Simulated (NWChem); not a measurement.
System: C₂Cl₃ cation

Parts of the log:

```
             Northwest Computational Chemistry Package (NWChem) 7.3.0
             --------------------------------------------------------

                             Geometry "geometry" -> ""
                             -------------------------

 Output coordinates in angstroms (scale by  1.889725989 to convert to a.u.)

  No.       Tag          Charge          X              Y              Z
 ---- ---------------- ---------- -------------- -------------- --------------
    1 Cl                  17.0000    -0.62160900    -2.33078000     0.00000000
    2 C                    6.0000    -0.24416000    -0.81453400     0.00000000
    3 C                    6.0000     0.07263700     0.45871800     0.00000000
    4 Cl                  17.0000     1.70924900     0.88026900     0.00000000
    5 Cl                  17.0000    -1.17676700     1.59697400     0.00000000

 Effective nuclear repulsion energy (a.u.)     301.9858702476

                                 NWChem DFT Module
                                 -----------------

 Summary of "ao basis" -> "ao basis" (spherical)
 ------------------------------------------------------------------------------
       Tag                 Description            Shells   Functions and Types
 ---------------- ------------------------------  ------  ---------------------
 Cl                         def2-svp                 8       18   4s3p1d
 C                          def2-svp                 6       14   3s2p1d

 in cosmo_initialize ...

 solvent parameters
 solvname_short: unkn
 solvname_long:  unknown
 dielec:       25.0000

          ---------------
          -cosmo- solvent
          ---------------
 Cosmo: York-Karplus, doi: 10.1021/jp992097l
 dielectric constant -eps-     =  25.00
 screen = (eps-1)/(eps    )    =   0.96000
 surface charge correction     = lagrangian

   van der Waals surface
 --------------------------

 ---------- ATOMIC COORDINATES (A.U.) ------------ VDWR(ANG.) --
     1   -1.17467068   -4.40453554    0.00000000     2.050
     2   -0.46139550   -1.53924607    0.00000000     2.000
     3    0.13726403    0.86685133    0.00000000     2.000
     4    3.23001226    1.66346721    0.00000000     2.050
     5   -2.22376718    3.01784327    0.00000000     2.050
 number of segments per atom =         32
 number of   points per atom =         32
 atom (   nspa,  nppa )
 ----------------------
    1 (     26,     0 )       0
    2 (     16,     0 )       0
    3 (     12,     0 )       0
    4 (     24,     0 )       0
    5 (     22,     0 )       0
 number of -cosmo- surface points =      100
 molecular surface =    136.851 angstrom**2
 molecular volume  =    116.584 angstrom**3
 G(cav/disp)       =      1.544 kcal/mol
 -lineq- algorithm             =   0
 -bem- low  level              =   2
 -bem- from -octahedral-
 gaussian surface charge width =   4.50000
 degree of switching           =   1.00000
 switching function tolerance  =   0.00010
 atomic radii =
 --------------
    1 17.000  2.050
    2  6.000  2.000
    3  6.000  2.000
    4 17.000  2.050
    5 17.000  2.050
 ...... end of -cosmo- initialization ......

            General Information
            -------------------
          SCF calculation type: DFT
          Wavefunction type:  closed shell.
          No. of atoms     :     5
          No. of electrons :    62
           Alpha electrons :    31
            Beta electrons :    31
          Charge           :     1
          Spin multiplicity:     1
          Use of symmetry is: off; symmetry adaption is: off
          Maximum number of iterations: 150
          AO basis - number of functions:    82
                     number of shells:    36
          Convergence on energy requested:  1.00D-06
          Convergence on density requested:  1.00D-05
          Convergence on gradient requested:  5.00D-04

              XC Information
              --------------
                       M05-2X Method XC Functional
                     Hartree-Fock (Exact) Exchange  0.560
                M05-2X metaGGA Exchange Functional  0.440
                      M05-2X Correlation Potential  1.000

             Grid Information
             ----------------
          Grid used for XC integration:  medium
          Radial quadrature: Mura-Knowles
          Angular quadrature: Lebedev.
          Tag              B.-S. Rad. Rad. Pts. Rad. Cut. Ang. Pts.
          ---              ---------- --------- --------- ---------
          Cl                  1.00       88          10.0       590
          C                   0.70       49           8.0       434
          Grid pruning is: on
          Number of quadrature shells:   362
          Spatial weights used:  Erf1

      Superposition of Atomic Density Guess
      -------------------------------------

 Sum of atomic energies:       -1453.22017866

 Renormalizing density from      63.00 to     62

      Non-variational initial energy
      ------------------------------

[...]

                                   COSMO solvation results
                                   -----------------------

                 gas phase energy =     -1455.838665336760
                 sol phase energy =     -1455.928340627730
 (electrostatic) solvation energy =         0.089675290970 (   56.27 kcal/mol)

                       DFT Final Molecular Orbital Analysis
                       ------------------------------------

 Vector   29  Occ=2.000000D+00  E=-4.523607D-01
              MO Center=  2.6D-01,  1.2D+00,  1.5D-09, r^2= 3.2D+00
   Bfn.  Coefficient  Atom+Function         Bfn.  Coefficient  Atom+Function
  ----- ------------  ---------------      ----- ------------  ---------------
    59      0.457590  4 Cl pz                77     -0.456933  5 Cl pz
    56      0.357854  4 Cl pz                74     -0.357363  5 Cl pz
    53      0.202488  4 Cl pz                71     -0.202205  5 Cl pz
    45     -0.027882  3 C  d  1

 Vector   30  Occ=2.000000D+00  E=-4.423713D-01
              MO Center=  2.3D-01,  1.1D+00, -2.2D-09, r^2= 3.6D+00
   Bfn.  Coefficient  Atom+Function         Bfn.  Coefficient  Atom+Function
  ----- ------------  ---------------      ----- ------------  ---------------
    58      0.391438  4 Cl py                75     -0.383112  5 Cl px
    55      0.311962  4 Cl py                72     -0.305788  5 Cl px
    76     -0.239964  5 Cl py                57     -0.225929  4 Cl px
    73     -0.191354  5 Cl py                54     -0.180705  4 Cl px
    52      0.175873  4 Cl py                69     -0.171600  5 Cl px

 Vector   31  Occ=2.000000D+00  E=-3.769594D-01
              MO Center= -7.6D-02, -1.4D-01, -4.0D-09, r^2= 4.0D+00
   Bfn.  Coefficient  Atom+Function         Bfn.  Coefficient  Atom+Function
  ----- ------------  ---------------      ----- ------------  ---------------
    24      0.389193  2 C  pz                13     -0.344408  1 Cl pz
    59     -0.324750  4 Cl pz                77     -0.324451  5 Cl pz
    38      0.270586  3 C  pz                27      0.243610  2 C  pz
    10     -0.242149  1 Cl pz                56     -0.232043  4 Cl pz
    74     -0.231878  5 Cl pz                41      0.135500  3 C  pz

 Vector   32  Occ=0.000000D+00  E=-1.685024D-01
              MO Center= -2.5D-01, -8.2D-01,  2.8D-10, r^2= 2.8D+00
   Bfn.  Coefficient  Atom+Function         Bfn.  Coefficient  Atom+Function
  ----- ------------  ---------------      ----- ------------  ---------------
    22      0.543005  2 C  px                25      0.433030  2 C  px
    11     -0.399220  1 Cl px                76     -0.249293  5 Cl py
     8     -0.239949  1 Cl px                58      0.192662  4 Cl py
    57      0.168760  4 Cl px                73     -0.156477  5 Cl py
    23     -0.135235  2 C  py                 5     -0.133880  1 Cl px

 Vector   33  Occ=0.000000D+00  E=-4.660772D-02
              MO Center= -7.6D-02, -1.4D-01, -1.1D-08, r^2= 2.8D+00
   Bfn.  Coefficient  Atom+Function         Bfn.  Coefficient  Atom+Function
  ----- ------------  ---------------      ----- ------------  ---------------
    41     -0.636790  3 C  pz                27      0.582711  2 C  pz
    38     -0.497111  3 C  pz                24      0.448164  2 C  pz
    13     -0.299938  1 Cl pz                59      0.264184  4 Cl pz
    77      0.264056  5 Cl pz                10     -0.140517  1 Cl pz
    56      0.121040  4 Cl pz                74      0.121273  5 Cl pz

 Vector   34  Occ=0.000000D+00  E= 1.513473D-02
              MO Center= -7.1D-02, -1.1D-01,  9.9D-09, r^2= 4.3D+00
   Bfn.  Coefficient  Atom+Function         Bfn.  Coefficient  Atom+Function
  ----- ------------  ---------------      ----- ------------  ---------------
    21      1.027976  2 C  s                 35     -0.944609  3 C  s
    12     -0.617086  1 Cl py                34     -0.592138  3 C  s
    57     -0.528221  4 Cl px                 4     -0.522298  1 Cl s
    75      0.442464  5 Cl px                68      0.385267  5 Cl s
    50      0.381910  4 Cl s                 76     -0.298582  5 Cl py

     Multipole analysis of the density
     ---------------------------------

     L   x y z        total         alpha         beta         nuclear
     -   - - -        -----         -----         ----         -------
     0   0 0 0      1.000000    -31.000000    -31.000000     63.000000

     1   1 0 0     -0.505290      2.151367      2.151367     -4.808024
     1   0 1 0     -1.709621     -1.190213     -1.190213      0.670805
     1   0 0 1     -0.000000     -0.000000     -0.000000      0.000000

     2   2 0 0    -28.715736   -157.495802   -157.495802    286.275868
     2   1 1 0      2.389374    -33.898177    -33.898177     70.185728
     2   1 0 1      0.000000      0.000000      0.000000      0.000000
     2   0 2 0    -20.296497   -285.343070   -285.343070    550.389644
     2   0 1 1      0.000000      0.000000      0.000000      0.000000
     2   0 0 2    -34.158530    -17.079265    -17.079265      0.000000
```

Level: M05-2X/def2-SVP, COSMO on the gas-phase geometry. Structure relaxed at the PBE0/def2-SVP level. COSMO prints the solvation energy as gas minus solution, so a positive value is a stabilisation.

Question: Reconstruct the input file.

Answer: One answer among several that fit: the input that was run:
```
start job
memory heap 200 mb stack 900 mb global 1100 mb
charge 1
geometry units angstroms noautosym nocenter noautoz
  Cl    -0.621609    -2.330780     0.000000
  C     -0.244160    -0.814534     0.000000
  C      0.072637     0.458718     0.000000
  Cl     1.709249     0.880269     0.000000
  Cl    -1.176767     1.596974     0.000000
end
basis spherical
  * library def2-svp
end
dft
  xc m05-2x
  iterations 150
end
cosmo
  dielec 25.0
end
task dft energy
```
